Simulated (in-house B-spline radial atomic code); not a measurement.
A fraction x of an electron is removed from 4p in the krypton ion Kr⁴⁺, starting from [Ar] 3d10 4s2 4p2 and keeping the highest spin. All numbers are computed (non-relativistic BLYP, spin-polarised, spherical fractional occupations; point nucleus) with an all-electron radial atomic-structure program (B-spline basis), not measured.

```csv
x,E(x) - E(0) (eV),4p up level (eV)
0,0.0000,-57.224
0.04,2.2996,-57.754
0.23,13.5126,-60.281
0.28,16.5433,-60.949
0.38,22.7051,-62.288
0.5,30.2763,-63.901
0.59,36.0820,-65.114
0.64,39.3546,-65.790
0.84,52.7834,-68.501
0.91,57.6118,-69.453
1,63.9178,-70.679
```

The exact functional would give a straight line between the two integer points. Deviations E(x) - E(0) - x[E(1) - E(0)], in eV: -0.257 at x = 0.04, -1.188 at x = 0.23, -1.354 at x = 0.28, -1.584 at x = 0.38, -1.683 at x = 0.5, -1.63 at x = 0.59, -1.553 at x = 0.64, -0.908 at x = 0.84, -0.553 at x = 0.91.

The curve lies below the straight line by up to 1.683 eV (at x = 0.5): convex, the delocalisation error that favours fractional charges.

**Question.** How well does Slater's transition state (minus the level at half occupation) give the ionisation energy?

**Answer.** It gives 63.901 eV against 63.918 eV from the two total energies; NIST lists 64.69 eV, ground level to ground level.
